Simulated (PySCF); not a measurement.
Input file for PySCF: R-B3LYP/6-31G* on C2H6BCl (SMILES CCBCl).

```python
from pyscf import gto, scf, dft, mp
from pyscf.data.elements import chemcore

mol = gto.M(
    atom='''
    C    -1.24266491   -0.07006677   -0.23570623
    C     0.07471181    0.27389856    0.46987943
    B     1.36516907   -0.22834235   -0.23425188
    Cl    2.92448722    0.51818718    0.10156857
    H    -1.31315149    0.43039781   -1.20334886
    H    -2.10610820    0.23647887    0.35690190
    H    -1.32533493   -1.14320658   -0.41694799
    H     0.14046948    1.34292563    0.69244841
    H     0.09721632   -0.21276884    1.45911271
    H     1.38520563   -1.14750353   -0.98965604
    ''',
    basis='6-31g*',
    cart=True,
    charge=0, spin=0, verbose=3, max_memory=1800)
mf = dft.RKS(mol, xc='b3lyp')
mf.conv_tol = 1e-8
mf.max_cycle = 100
mf.kernel()
if not mf.converged:
    mf = mf.newton().run(mf.mo_coeff, mf.mo_occ)
```

Output:

```
converged SCF energy = -564.914070967343
```

The calculation finished and met its thresholds.

Cost: very roughly 9 core-seconds.
